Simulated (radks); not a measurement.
Values are calculated unless marked as measured or tabulated.
Eu3+, configuration [Kr] 4d10 4f6 5s1 5p6 5f1 (not the ground configuration). Level of theory: Dirac Kohn-Sham, LDA (Slater exchange, Perdew-Wang correlation), spin-unpolarised, spherical densities, point nucleus; open shells fill j = l - 1/2 first (a radial shooting solver on a logarithmic mesh with Libxc functionals).

Unscreened Slater integrals over Kohn-Sham orbitals (eV). Large and small components are both included. Empty in this configuration: 4f7/2.

integral           value
F0(5f5/2,5f5/2)   5.9131
F2(5f5/2,5f5/2)   3.1511
F4(5f5/2,5f5/2)   2.0919
F0(5f5/2,4f5/2)   7.8188
F2(5f5/2,4f5/2)  0.98946
F4(5f5/2,4f5/2)  0.39329
G0(5f5/2,4f5/2)  0.38392
G2(5f5/2,4f5/2)  0.37477
G4(5f5/2,4f5/2)  0.26775
F0(5f5/2,5p3/2)   7.4824
F2(5f5/2,5p3/2)   1.8456
G2(5f5/2,5p3/2)  0.63250
G4(5f5/2,5p3/2)  0.44421
F0(5f5/2,5p1/2)   7.5112
G2(5f5/2,5p1/2)  0.50654
F0(5f5/2,4f7/2)   7.8136
F2(5f5/2,4f7/2)  0.99892
F4(5f5/2,4f7/2)  0.39701
G2(5f5/2,4f7/2)  0.37445
G4(5f5/2,4f7/2)  0.26813
G6(5f5/2,4f7/2)  0.20157
F0(4f5/2,4f5/2)   29.614
F2(4f5/2,4f5/2)   14.007
F4(4f5/2,4f5/2)   8.7716
F0(4f5/2,5p3/2)   18.989
F2(4f5/2,5p3/2)   6.6565
G2(4f5/2,5p3/2)   3.4063
G4(4f5/2,5p3/2)   2.6647
F0(4f5/2,5p1/2)   19.794
G2(4f5/2,5p1/2)   3.9063
F0(4f5/2,4f7/2)   29.460
F2(4f5/2,4f7/2)   13.930
F4(4f5/2,4f7/2)   8.7224
G2(4f5/2,4f7/2)   13.901
G4(4f5/2,4f7/2)   8.7053
G6(4f5/2,4f7/2)   6.2576
F0(5p3/2,5p3/2)   15.880
F2(5p3/2,5p3/2)   8.6054
F0(5p3/2,5p1/2)   16.277
G2(5p3/2,5p1/2)   8.7354
F0(5p3/2,4f7/2)   18.950
F2(5p3/2,4f7/2)   6.6967
G2(5p3/2,4f7/2)   3.4695
G4(5p3/2,4f7/2)   2.7066
F0(5p1/2,5p1/2)   16.717
F0(5p1/2,4f7/2)   19.751
G4(5p1/2,4f7/2)   3.0589
F0(4f7/2,4f7/2)   29.307
F2(4f7/2,4f7/2)   13.855
F4(4f7/2,4f7/2)   8.6748
F6(4f7/2,4f7/2)   6.2352
